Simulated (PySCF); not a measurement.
Sb(H)(OH)2 (H3O2Sb), SMILES [SbH]([OH])[OH]. Coordinates come from a PBE0-D3(BJ)/def2-TZVP optimisation. The def2 effective core potentials stand for the cores of Sb; spin–orbit coupling is left out. The values are those of a single conformer.

The numbers are results of PBE0-D3(BJ)/def2-TZVP in PySCF, not measurements.

Harmonic wavenumbers (cm⁻¹): 194, 288, 325, 607, 624, 660, 690, 900, 924, 1922, 3870, 3883. Rotational constants (GHz): 10.10, 6.314, 4.150; symmetry number 1.

Question: Work out the zero-point energy and the ideal-gas rigid-rotor harmonic-oscillator thermochemistry at 298.15 K and 1 atm.

Answer: ZPE = ½ Σ hcν = ½ × 14885 cm⁻¹ = 89.03 kJ/mol. H − E(el) = 104.33 kJ/mol. Entropy in J/(mol K): translation 171.79, rotation 102.97, vibration 28.26, total 303.02. G − E(el) = 13.99 kJ/mol. Cp = 74.72 J/(mol K).
